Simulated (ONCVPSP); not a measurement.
An all-electron radial function and its pseudo partner (O)

Columns: radius, all-electron u(r) and pseudo u(r) of the 2s shell (level -23.81 eV) of oxygen in the configuration [He] 2s2 2p4; PBEsol, scalar-relativistic, ONCV scheme, ONCVPSP 4.0.1.

```json
{"r (bohr)": "0.078", "all-electron": "-0.4039", "pseudo": "0.0552"}
{"r (bohr)": "0.155", "all-electron": "-0.3606", "pseudo": "0.1241"}
{"r (bohr)": "0.232", "all-electron": "-0.1473", "pseudo": "0.2153"}
{"r (bohr)": "0.310", "all-electron": "0.1116", "pseudo": "0.3316"}
{"r (bohr)": "0.388", "all-electron": "0.3547", "pseudo": "0.4653"}
{"r (bohr)": "0.465", "all-electron": "0.5561", "pseudo": "0.6002"}
{"r (bohr)": "0.542", "all-electron": "0.7129", "pseudo": "0.7240"}
{"r (bohr)": "0.620", "all-electron": "0.8273", "pseudo": "0.8282"}
{"r (bohr)": "0.698", "all-electron": "0.9023", "pseudo": "0.9022"}
{"r (bohr)": "0.775", "all-electron": "0.9440", "pseudo": "0.9440"}
{"r (bohr)": "0.852", "all-electron": "0.9602", "pseudo": "0.9601"}
{"r (bohr)": "0.930", "all-electron": "0.9561", "pseudo": "0.9560"}
{"r (bohr)": "1.008", "all-electron": "0.9366", "pseudo": "0.9366"}
{"r (bohr)": "1.085", "all-electron": "0.9064", "pseudo": "0.9064"}
{"r (bohr)": "1.162", "all-electron": "0.8687", "pseudo": "0.8687"}
{"r (bohr)": "1.240", "all-electron": "0.8254", "pseudo": "0.8254"}
{"r (bohr)": "1.318", "all-electron": "0.7792", "pseudo": "0.7791"}
{"r (bohr)": "1.395", "all-electron": "0.7321", "pseudo": "0.7321"}
{"r (bohr)": "1.472", "all-electron": "0.6849", "pseudo": "0.6848"}
{"r (bohr)": "1.550", "all-electron": "0.6376", "pseudo": "0.6376"}
{"r (bohr)": "1.628", "all-electron": "0.5917", "pseudo": "0.5917"}
{"r (bohr)": "1.705", "all-electron": "0.5481", "pseudo": "0.5481"}
{"r (bohr)": "1.782", "all-electron": "0.5065", "pseudo": "0.5065"}
{"r (bohr)": "1.860", "all-electron": "0.4666", "pseudo": "0.4666"}
{"r (bohr)": "1.938", "all-electron": "0.4290", "pseudo": "0.4290"}
{"r (bohr)": "2.015", "all-electron": "0.3943", "pseudo": "0.3943"}
```

(1) How many radial nodes do the two functions have?

(2) At about which radius was the pseudo-wave matched?

(3) Where does each function peak?

(4) Is the pseudo-wave norm-conserving?

Answers

(1) The all-electron 2s function has n − l − 1 = 1; the pseudo-wave has 0, since the states of the same l below it are removed with the core.

(2) 0.70 bohr, where the columns begin to agree (steps of 0.08 bohr).

(3) Outermost all-electron maximum near 0.85 bohr, pseudo maximum near 0.85 bohr (to the table’s step).

(4) Yes: the ONCV scheme keeps the norm inside the radius equal to the all-electron one, which fixes the energy derivative of the logarithmic derivative at the level.
